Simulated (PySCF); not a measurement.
**A small calculation by hand: oscillator strength and radiative lifetime**

C₆H₃Cl, SMILES C#C/C=C(/Cl)C#C.

Geometry optimised at PBE0-D3(BJ)/def2-SVP. The structure was generated by enumeration; whether it is a known compound was not checked.

TDA-PBE/def2-SVPD (PySCF) puts the first singlet state with f over 0.02 at 4.61 eV (vertical), with the transition dipole (0.954, 1.759, 0.000) in atomic units.

Problem. Find the oscillator strength, the wavelength and the radiative lifetime that this transition would have in vacuum if emission retraced absorption.

Solution. 
|μ|² = 4.0042 au, so |μ| = 5.09 D. ΔE = 4.61/27.211 = 0.1694 hartree. f = (2/3) ΔE |μ|² = 0.452 (the program prints 0.453).
λ = 1239.84/4.61 = 269 nm; ν = 37182 cm⁻¹.
Einstein's coefficient A = 0.6670 ν² f s⁻¹ (ν in cm⁻¹) = 4.2e8 s⁻¹, so τ = 1/A = 2.4 ns. This state is S4; the lower singlets have f = 0.000, 0.000, 0.000. The figure is the radiative limit of this one transition; relaxation, internal conversion, crossing to triplets and a medium change what is measured.
